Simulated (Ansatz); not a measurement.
Task: Name a neutral molecule of O, Si, Zn and H with HOMO–LUMO gap (PBE0/def2-TZVPP) between 5.75 and 6.05 eV and HOMO energy (ωB97M-V/def2-TZVPP) between -9.35 and -9.05 eV (Ansatz, PBE0-D4/def2-TZVP geometry).

Result: `O[SiH2][SiH2][ZnH]` (5.75 eV, -9.11 eV). Other molecules can fit too; these were computed, each in one conformer that needn't be the lowest.
